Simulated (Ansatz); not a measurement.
```yaml
crystal:
  periodic: [false, false, false]
  atoms:
    - {symbol: C, position_ang: [-0.265725, 2.286705, 0.530067]}
    - {symbol: C, position_ang: [-0.012484, 1.247729, -0.019227]}
    - {symbol: C, position_ang: [0.268778, 0.007574, -0.663308]}
    - {symbol: Si, position_ang: [-0.125065, -1.614345, 0.154135]}
    - {symbol: S, position_ang: [1.814737, -0.898948, -0.093257]}
    - {symbol: H, position_ang: [-0.483929, 3.208583, 1.014331]}
    - {symbol: H, position_ang: [0.212687, 0.039381, -1.748825]}
    - {symbol: H, position_ang: [-0.584146, -2.739475, -0.689089]}
    - {symbol: H, position_ang: [-0.736253, -1.583504, 1.497874]}
basis:
  gaussian: {orbitals: def2-TZVPD}
hamiltonian: {xc: {name: HF}}
correlation: {active_space: {window: {electrons: 6, orbitals: 2}}}
```

```sh
$ ansatz run in.yaml --threads 2 --pin off --events-out ev --progress --plain --max-ram 4352MiB
```

It prints (some lines left out):

```
Functional definition: HF
1531 factors; integrals over basis functions are off by at most 8.9e-4 eV
mean field evaluation 1: about -21830.9203 eV, gradient 3.0e1 eV
mean field evaluation 2: about -21831.0987 eV, gradient 3.0e1 eV
mean field evaluation 4: about -21833.9673 eV, gradient 3.7e0 eV
mean field evaluation 8: about -21834.0205 eV, gradient 9.9e-2 eV
mean field -21834.02055854 eV, -802.3854558957 hartree, gradient 1.7e-6 eV, S^2 0.000000; 0 other end points of the search recorded, 0 dependent functions left out
reference -21834.02055854 eV, -802.3854558957 hartree; 26, 26 occupied and 210, 210 virtual orbitals, 1531 factors
Error: 6 electrons in 2 orbitals form no window around the highest filled level of the reference
```

**Question.** What is wrong with this run?

**Answer.** The active space doesn't fit the electrons. The run stopped with an error.
